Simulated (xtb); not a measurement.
Ge(H)(Cl)2(vinyl) (C₂H₄Cl₂Ge), SMILES C=[CH][GeH]([Cl])[Cl]. All values are semi-empirical tight-binding results from xtb (GFN2-xTB unless named), good for trends rather than for accurate numbers. Geometry: GFN2-xTB. The values are those of a single conformer.

For metal compounds this method's bond lengths and energies can be far off.

Computed properties:
| Item | Result |
|---|---|
| orbital gap | 4.63 eV |
| zero-point energy | 31.2 kcal/mol |
| G − E(el) at 298.15 K (modified RRHO) | 10.0 kcal/mol |
